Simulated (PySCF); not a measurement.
**Electron correlation in Sn⁺ (tin, charge +1)**

[Kr] 4d10 5s1 5p2, high-spin 4P determinant (an excited configuration). Computed with PySCF 2.14 in ANO-RCC-VTZP, with scalar relativity by spin-free X2C-1e. Frozen: [Ar] 3d10; 21 electrons correlated.

MP2 pair energies summed by pair of shells (mhartree):

```
 pair   energy  share (%)
4d-4d  -325.51       55.5
4p-4d  -110.80       18.9
4d-5p   -39.64        6.8
4p-4p   -30.57        5.2
4d-5s   -28.08        4.8
4s-4d   -22.71        3.9
4s-4p   -12.02        2.0
5p-5p    -3.81        0.6
4p-5p    -3.61        0.6
4p-5s    -3.58        0.6
5s-5p    -2.80        0.5
4s-4s    -2.46        0.4
4s-5p    -0.36        0.1
4s-5s    -0.29        0.0
```

Total MP2 correlation energy: -586.22 mhartree.

Same-spin part -215.55 and opposite-spin part -370.67 mhartree; SCS-MP2 scales them by 1/3 and 6/5 to -516.65 mhartree.
